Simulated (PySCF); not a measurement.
C₆H₇Cl₃Si₂, SMILES [Si](Cl)(c1ccc([SiH3])cc1)(Cl)Cl, singlet (GFN2-xTB optimised geometry):

```
18

Si    -1.927    -3.074    -0.011
C     -0.961    -1.449     0.000
C     -1.605    -0.216    -0.003
C     -0.893     0.967    -0.003
C      0.502     0.964     0.001
Si     1.473     2.584    -0.020
Cl     1.671     3.260    -1.920
Cl     3.317     2.304     0.766
Cl     0.500     3.986     1.068
C      1.151    -0.271     0.000
C      0.431    -1.449     0.000
H     -1.855    -3.656    -1.354
H     -1.318    -3.986     0.959
H     -3.317    -2.796     0.349
H     -2.685    -0.181    -0.002
H     -1.423     1.908     0.000
H      2.230    -0.306     0.004
H      0.960    -2.392     0.003
```

Method: PySCF 2.14.0 with B3LYP/def2-SVP.

Q: What are the frontier orbital energies and the dipole moment?

A: HOMO-2 -8.55 eV, HOMO-1 -7.49 eV, HOMO -7.45 eV, LUMO -1.39 eV, LUMO+1 -0.67 eV; dipole moment 1.63 D.

Meta-Löwdin charges at B3LYP/def2-SVP: Si1 0.52, C2 -0.20, C3 -0.09, C4 -0.08, C5 -0.23, Si6 0.91, Cl7 -0.25, Cl8 -0.25, Cl9 -0.25, C10 -0.08, C11 -0.09, H12 -0.10, H13 -0.10, H14 -0.10, H15 0.10, H16 0.10, H17 0.10, H18 0.10.
